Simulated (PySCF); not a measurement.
# Working out the ionisation energy of N²⁺

N²⁺ [He] 2s2 2p1 (2P) → N³⁺ [He] 2s2 (1S). All numbers are calculated (PySCF 2.14, scalar relativity by spin-free X2C-1e, in Sapporo-DZP-2012). Frozen: 1s2. Energies in hartree (1 hartree = 27.21139 eV):

| part | N²⁺ (lower) | N³⁺ (upper) |
| --- | --- | --- |
| UHF | -52.833470 | -51.100677 |
| CCSD correlation | -0.077588 | -0.085337 |
| (T) | -0.000603 | 0.000000 |

Question: What does Hartree-Fock give?

Answer: (-51.100677) − (-52.833470) = 1.732793 hartree = 47.152 eV.

Question: What do CCSD and CCSD(T) give?

Answer: The CCSD correlation energies differ by -0.007749 hartree = -0.211 eV and the triples by 0.000603 hartree = 0.016 eV, so CCSD gives 46.941 eV and CCSD(T) 46.957 eV.

Reference: 47.445 eV (semi-empirical (NIST evaluation); NIST Atomic Spectra Database, ionization energies), between the lowest levels; spin-orbit coupling is absent from the calculation.

A double-zeta basis recovers only part of the correlation energy.

The coupled-cluster amplitudes are large, so a single reference is strained.

What remains against the reference includes basis incompleteness, the frozen core and higher excitations.
